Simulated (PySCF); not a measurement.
Computed properties of H₂, SMILES [H][H]

molecular hydrogen (H2), SMILES [H][H]. The structure is a stationary point at B3LYP-D3(BJ)/def2-TZVPD. One conformer was computed; it need not be the lowest. All values are computed for the isolated molecule unless a solvent is named; none is compared with measurement here.

**Structure.** The optimised structure has D∞h symmetry. All 1 harmonic modes at B3LYP-D3(BJ)/def2-TZVPD (PySCF) are real, so it is a minimum.

**Vibrations.** No mode carries more than 0.5 km/mol of infrared intensity. The softest mode is at 4412 cm⁻¹ and the zero-point energy is 6.3 kcal/mol.

**Electronic structure.** B3LYP/def2-TZVPD (PySCF) places the frontier levels at -11.80 and 1.16 eV, a gap of 12.96 eV, and gives a dipole moment of 0.00 D and a mean polarisability of 5.4 bohr³.

**Excitations.** TDA-CAM-B3LYP/def2-TZVPD (PySCF) has S1 at 12.41 eV (100 nm, f = 0.391, bright); the most intense of the 10 singlets computed lies at 13.60 eV (f = 0.79). Strengths of degenerate partners are summed. T1 (TDA) is at 10.20 eV, 2.21 eV under S1. No vertical singlet excitation falls in the visible range (under 3.1 eV).

**NMR.** GIAO shifts at KT2/pcSseg-2 (PySCF) (non-relativistic, atoms alike by connectivity averaged): ¹H at 4.7 ppm against TMS.
